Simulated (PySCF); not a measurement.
Sn(H)2(F)(NH2) (FH₄NSn), SMILES [SnH2]([NH2])[F]. Atoms are numbered in the order given.

```xyz
7

Sn    -0.2828    -0.0451     0.0000
N      0.6560     1.7424     0.0000
F      1.0410    -1.4802     0.0000
H     -1.1363    -0.2296    -1.4640
H     -1.1363    -0.2296     1.4640
H      1.2259     1.9198    -0.8242
H      1.2259     1.9198     0.8242
```
Charge 0, spin multiplicity 1.

Geometry optimised at PBE0-D3(BJ)/def2-SVP. The def2 effective core potentials stand for the cores of Sn; spin–orbit coupling is left out. One conformer was computed; it need not be the lowest.

These are TDA-CAM-B3LYP/def2-SVPD in PySCF values and carry that method's errors.

Vertical excitations. Gas-phase values at a fixed geometry. State labels are in the subgroup Cs.

| state | symmetry | energy (eV) | λ (nm) | f | main pairs |
|---|---|---|---|---|---|
| S1 | A' | 6.38 | 194 | 0.075 | HOMO→LUMO 44 %, HOMO→LUMO+2 34 %, HOMO→LUMO+1 18 % |
| S2 | A' | 7.06 | 176 | 0.015 | HOMO→LUMO+1 78 %, HOMO→LUMO 14 % |
| S3 | A' | 7.08 | 175 | 0.021 | HOMO→LUMO+2 59 %, HOMO→LUMO 34 % |
| S4 | A" | 7.68 | 161 | 0.010 | HOMO−1→LUMO 80 % |
| S5 | A' | 8.15 | 152 | 0.038 | HOMO−2→LUMO 68 %, HOMO→LUMO+3 15 % |
| S6 | A" | 8.26 | 150 | 0.001 | HOMO→LUMO+4 65 %, HOMO−1→LUMO+1 17 % |
| S7 | A' | 8.28 | 150 | 0.068 | HOMO→LUMO+3 71 %, HOMO−2→LUMO 13 % |
| S8 | A" | 8.36 | 148 | 0.015 | HOMO−1→LUMO+1 30 %, HOMO−1→LUMO+2 28 %, HOMO→LUMO+4 24 %, HOMO−1→LUMO 7 % |
| S9 | A" | 8.70 | 142 | 0.368 | HOMO−1→LUMO+1 44 %, HOMO−1→LUMO+2 44 % |
| S10 | A" | 8.88 | 140 | 0.005 | HOMO→LUMO+7 48 %, HOMO→LUMO+5 25 %, HOMO→LUMO+9 14 % |
| T1 | A' | 5.58 | 222 | 0 | HOMO→LUMO 72 %, HOMO→LUMO+2 19 % |
| T2 | A' | 6.43 | 193 | 0 | HOMO→LUMO+2 48 %, HOMO→LUMO+1 23 %, HOMO→LUMO 21 % |
| T3 | A" | 6.77 | 183 | 0 | HOMO−1→LUMO 49 %, HOMO−1→LUMO+1 28 %, HOMO−1→LUMO+2 8 % |
| T4 | A' | 6.94 | 179 | 0 | HOMO→LUMO+1 63 %, HOMO→LUMO+2 28 % |
Triplets are in the Tamm–Dancoff approximation.
